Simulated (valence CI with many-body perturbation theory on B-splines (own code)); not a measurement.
Sn36+: calculated level list

Calculated by configuration interaction combined with many-body perturbation theory (CI+MBPT): four valence electrons over a frozen Dirac-Fock core [Ne], radial functions for each j: 11 s, 11 p, 10 d, 8 f, 5 g, 2 h, with the one-electron correlation potential Σ1, the two-electron term Σ2, the three-electron term Σ3, Breit, model QED; selected CI, second order for the rest, scaled by the run's own slope (own B-spline code, finite nucleus).

The last digits are not significant, and no measured levels were compared; by estimate large intervals hold to a few tenths of a per cent, small ones and those within an open d or f shell to about a per cent. Among the levels kept, up to 690 cm⁻¹ of a level comes from second order outside the variational space, and about a tenth of that is noise between levels of different J, which matters for small intervals.

Levels 91 to 135 of 174, with energies above the lowest level, (3s^2 3p1/2^2) J=0. "Leading %" is the weight of the configuration and term that name the level; weights of strongly mixed levels are sums over their largest components and can fall short, so below about 35 % the name and the second component can differ from the true leading terms, or belong to a minority configuration. In the jj column 3d3/2^4 stands for four electrons in 3d with j = 3/2. Lifetimes count E1, E2, E3, M1 and M2 decay at the calculated energies, and are blank where another channel may lead or the interval is too uncertain; long ones can be off by a factor of two.

```
No.  Configuration  Term  J  E (× 10³ cm⁻¹)  Leading %  Lifetime                   Leading jj      g
 91          3p³3d   ³F°  2          3511.3         23   13.3 ps   3p1/2^2 3p3/2 3d3/2 (77 %)  0.948
 92        3s3p²3d    ¹D  2          3512.0         46   3.26 ps      3s 3p3/2^2 3d5/2 (63 %)  1.103
 93        3s3p²3d    ¹F  3          3553.3         48   2.23 ps      3s 3p3/2^2 3d5/2 (65 %)  1.133
 94          3p³3d   ³P°  0          3561.0         44   9.41 ps   3p1/2^2 3p3/2 3d3/2 (83 %)       
 95          3p³3d   ³F°  3          3566.0         28   8.01 ps   3p1/2^2 3p3/2 3d3/2 (73 %)  1.149
 96          3p³3d   ⁵D°  1          3585.1         32   6.53 ps   3p1/2^2 3p3/2 3d3/2 (86 %)  1.169
 97         3s²3d²    ¹D  2          3585.6         20   2.17 ps      3s 3p3/2^2 3d5/2 (40 %)  1.198
 98        3s3p²3d    ³P  1          3589.8         46   2.05 ps      3s 3p3/2^2 3d5/2 (79 %)  1.206
 99         3s²3d²    ¹S  0          3616.4         56   2.30 ps          3s^2 3d5/2^2 (63 %)       
100          3p³3d   ³F°  4          3665.3         38   8.03 ps   3p1/2^2 3p3/2 3d5/2 (88 %)  1.265
101        3s3p²3d    ¹D  2          3668.9         55   1.83 ps      3s 3p3/2^2 3d5/2 (76 %)  1.074
102        3s3p3d²   ⁵G°  2          3671.7         70   13.0 ps      3s 3p1/2 3d3/2^2 (80 %)  0.485
103          3p³3d   ⁵D°  2          3684.1         23   6.93 ps   3p1/2^2 3p3/2 3d5/2 (71 %)  1.274
104        3s3p3d²   ⁵G°  3          3718.7         48   13.6 ps      3s 3p1/2 3d3/2^2 (46 %)  0.993
105          3p³3d   ³G°  3          3745.3         20   8.14 ps   3p1/2^2 3p3/2 3d5/2 (47 %)  1.043
106            3p⁴    ³P  0          3769.1         23   1.45 ps               3p3/2^4 (41 %)       
107          3p³3d   ³D°  1          3807.4         21   7.55 ps   3p1/2^2 3p3/2 3d5/2 (58 %)  1.088
108        3s3p3d²   ⁵G°  3          3817.9         21   12.1 ps  3s 3p1/2 3d3/2 3d5/2 (64 %)  1.156
109        3s3p3d²   ⁵G°  4          3822.7         64   15.5 ps  3s 3p1/2 3d3/2 3d5/2 (82 %)  1.166
110          3p³3d   ⁵D°  2          3827.5         13   9.97 ps  3s 3p1/2 3d3/2 3d5/2 (62 %)  1.065
111        3s3p3d²   ⁵D°  0          3834.0         49   3.98 ps      3s 3p1/2 3d3/2^2 (59 %)       
112        3s3p3d²   ⁵F°  1          3849.8         32   5.47 ps  3s 3p1/2 3d3/2 3d5/2 (38 %)  0.599
113        3s3p3d²   ⁵D°  0          3865.6         36   9.18 ps  3s 3p1/2 3d3/2 3d5/2 (41 %)       
114        3s3p3d²   ⁵D°  1          3875.6         39   4.63 ps      3s 3p1/2 3d3/2^2 (40 %)  1.140
115        3s3p3d²   ⁵F°  1          3886.4         30   3.04 ps      3s 3p1/2 3d3/2^2 (55 %)  0.818
116        3s3p3d²   ⁵F°  2          3887.5         27   3.08 ps      3s 3p1/2 3d3/2^2 (39 %)  1.117
117        3s3p3d²   ⁵P°  1          3893.2         52   5.97 ps  3s 3p1/2 3d3/2 3d5/2 (60 %)  2.134
118          3p³3d   ³F°  4          3894.5         16   11.8 ps  3s 3p1/2 3d3/2 3d5/2 (45 %)  1.111
119        3s3p3d²   ³G°  5          3904.1         36   13.1 ps  3s 3p1/2 3d3/2 3d5/2 (66 %)  1.221
120          3p³3d   ³F°  3          3904.8         15   6.15 ps  3s 3p1/2 3d3/2 3d5/2 (55 %)  1.196
121        3s3p3d²   ⁵D°  2          3910.0         37   4.48 ps  3s 3p1/2 3d3/2 3d5/2 (57 %)  1.438
122        3s3p3d²   ⁵D°  4          3965.6         18   8.66 ps      3s 3p1/2 3d5/2^2 (56 %)  1.238
123          3p³3d   ³D°  3          3974.2         21   5.17 ps   3p1/2 3p3/2^2 3d5/2 (40 %)  1.335
124        3s3p3d²   ⁵D°  4          3987.4         33   4.70 ps  3s 3p1/2 3d3/2 3d5/2 (47 %)  1.324
125          3p³3d   ³F°  2          3994.8         36   5.36 ps   3p1/2 3p3/2^2 3d3/2 (47 %)  0.925
126        3s3p3d²   ⁵D°  3          3995.2         25   3.31 ps  3s 3p1/2 3d3/2 3d5/2 (68 %)  1.367
127        3s3p3d²   ⁵G°  5          4014.6         30   14.1 ps      3s 3p1/2 3d5/2^2 (47 %)  1.208
128        3s3p3d²   ³P°  2          4016.5         18   3.29 ps  3s 3p1/2 3d3/2 3d5/2 (48 %)  1.233
129          3p³3d   ¹P°  1          4028.3         17   2.93 ps   3p1/2 3p3/2^2 3d3/2 (37 %)  1.343
130        3s3p3d²   ³G°  3          4031.4         30   4.77 ps   3p1/2 3p3/2^2 3d3/2 (31 %)  0.995
131        3s3p3d²   ⁵P°  2          4036.2         37   3.48 ps  3s 3p1/2 3d3/2 3d5/2 (49 %)  1.693
132          3p³3d   ⁵D°  4          4038.4         25   6.22 ps   3p1/2 3p3/2^2 3d5/2 (55 %)  1.129
133        3s3p3d²   ³F°  2          4046.2         35   5.09 ps      3s 3p1/2 3d5/2^2 (51 %)  1.013
134          3p³3d   ¹G°  4          4065.4         34   5.59 ps   3p1/2 3p3/2^2 3d3/2 (51 %)  0.945
135        3s3p3d²   ³G°  3          4065.9         23   4.02 ps  3s 3p1/2 3d3/2 3d5/2 (33 %)  1.089
```

Where two levels of one J and parity lie close, their mixing, g and order are uncertain.
